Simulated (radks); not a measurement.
The numbers below are computed, except where a source is named.
Species: Er VIII. Configuration: [Kr] 4d10 4f10 5s2 5p3 (the NIST ground configuration).

Level of theory: non-relativistic Kohn-Sham, TPSS, spin-polarised, spherical densities, point nucleus; open shells are filled with parallel spins first (spin-orbit coupling, left out, can overturn this in heavy ions); meta-GGA in the generalised Kohn-Sham scheme; relativity is left out, which matters for an element this heavy (a radial shooting solver on a logarithmic mesh with Libxc functionals).

Energy parts (eV):
total: -339819.62
kinetic: 339729.75
electron-nucleus: -801601.65
Hartree: 129184.31
exchange-correlation: -7132.03

Orbitals (lengths in bohr, moments of r in powers of bohr; <r^-3> diverges for s and p1/2; r(90%) holds 90 % of the orbital's charge):
1s up: occ. 1; eigenvalue (eV) -53578.56; r(90%) 0.0396; <1/r> 67.47; <r> 0.02229
1s down: occ. 1; eigenvalue (eV) -53578.29; r(90%) 0.0396; <1/r> 67.47; <r> 0.02229
2s up: occ. 1; eigenvalue (eV) -8730.950; r(90%) 0.145; <1/r> 15.75; <r> 0.09457
2s down: occ. 1; eigenvalue (eV) -8730.819; r(90%) 0.145; <1/r> 15.75; <r> 0.09457
2p up: occ. 3; eigenvalue (eV) -8335.289; r(90%) 0.129; <r^-3> 10850; <1/r> 15.77; <r> 0.08014
2p down: occ. 3; eigenvalue (eV) -8335.049; r(90%) 0.129; <r^-3> 10850; <1/r> 15.77; <r> 0.08014
3s up: occ. 1; eigenvalue (eV) -2031.703; r(90%) 0.354; <1/r> 5.992; <r> 0.2423
3s down: occ. 1; eigenvalue (eV) -2029.505; r(90%) 0.353; <1/r> 5.996; <r> 0.2422
3p up: occ. 3; eigenvalue (eV) -1852.705; r(90%) 0.346; <r^-3> 2256; <1/r> 5.932; <r> 0.2323
3p down: occ. 3; eigenvalue (eV) -1850.577; r(90%) 0.346; <r^-3> 2260; <1/r> 5.936; <r> 0.2321
3d up: occ. 5; eigenvalue (eV) -1520.295; r(90%) 0.318; <r^-3> 391.0; <1/r> 5.839; <r> 0.2051
3d down: occ. 5; eigenvalue (eV) -1518.594; r(90%) 0.318; <r^-3> 391.6; <1/r> 5.843; <r> 0.2050
4s up: occ. 1; eigenvalue (eV) -481.0778; r(90%) 0.779; <1/r> 2.567; <r> 0.5436
4s down: occ. 1; eigenvalue (eV) -476.7601; r(90%) 0.779; <1/r> 2.564; <r> 0.5438
4p up: occ. 3; eigenvalue (eV) -408.9942; r(90%) 0.804; <r^-3> 503.3; <1/r> 2.473; <r> 0.5543
4p down: occ. 3; eigenvalue (eV) -404.5969; r(90%) 0.804; <r^-3> 501.6; <1/r> 2.471; <r> 0.5544
4d up: occ. 5; eigenvalue (eV) -279.6330; r(90%) 0.869; <r^-3> 74.60; <1/r> 2.273; <r> 0.5799
4d down: occ. 5; eigenvalue (eV) -275.0584; r(90%) 0.868; <r^-3> 74.43; <1/r> 2.272; <r> 0.5797
5s up: occ. 1; eigenvalue (eV) -141.2515; r(90%) 1.74; <1/r> 1.066; <r> 1.233
5s down: occ. 1; eigenvalue (eV) -135.1163; r(90%) 1.76; <1/r> 1.062; <r> 1.240
5p up: occ. 3; eigenvalue (eV) -119.0317; r(90%) 1.88; <r^-3> 88.41; <1/r> 0.9846; <r> 1.324
4f up: occ. 7; eigenvalue (eV) -116.8965; r(90%) 1.12; <r^-3> 12.98; <1/r> 1.839; <r> 0.6814
5p down: occ. 0; eigenvalue (eV) -113.1627; r(90%) 1.91; <r^-3> 86.50; <1/r> 0.9744; <r> 1.339
4f down: occ. 3; eigenvalue (eV) -111.8635; r(90%) 1.12; <r^-3> 13.04; <1/r> 1.842; <r> 0.6799

The highest occupied level is 4f down at -111.86 eV. The configuration is held as typed, so some empty levels lie below it. Spin moment in Bohr magnetons: 7. Summed over all electrons, <r^2> = 22.71 bohr^2, which gives a Langevin (diamagnetic) susceptibility term of -18 x 10^-6 cm^3/mol. For comparison, the ionisation energy in NIST's Atomic Spectra Database is 131 eV (theoretical). In exact Kohn-Sham theory the highest level is minus the ionisation energy, but local and semilocal functionals leave it too shallow, through self-interaction and a potential that decays too fast; potentials with the right tail come closer. The electron density at the nucleus is 2.245e+05 e/bohr^3. The spin density at the nucleus is -1.540 e/bohr^3 (1s -0.269, 2s -0.064, 3s -3.762, 4s 1.990, 5s 0.565). Virial ratio -V/T = 2.00026. The density falls to 0.001 e/bohr^3 at r = 2.67 bohr.
